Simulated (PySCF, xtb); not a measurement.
H₅Mo, SMILES [MoH5+] (connectivity only; charge and spin as stated), charge +1, multiplicity 1.

xtb with GFN2-xTB at its own geometry gives an orbital gap of 1.32 eV.

The structure is a stationary point at B3LYP-D3(BJ)/def2-TZVPD. A frequency run showed that this geometry is not a minimum. The multiplicity is an assumed one; other spin states were not compared. The def2 effective core potentials stand for the cores of Mo; spin–orbit coupling is left out.

**Question.** What does ωB97X/def2-TZVPD (PySCF) give? (The exact figures need the calculation; the answer reports its results.)

**Answer.** gap 10.18 eV (levels -18.75 and -8.57 eV).
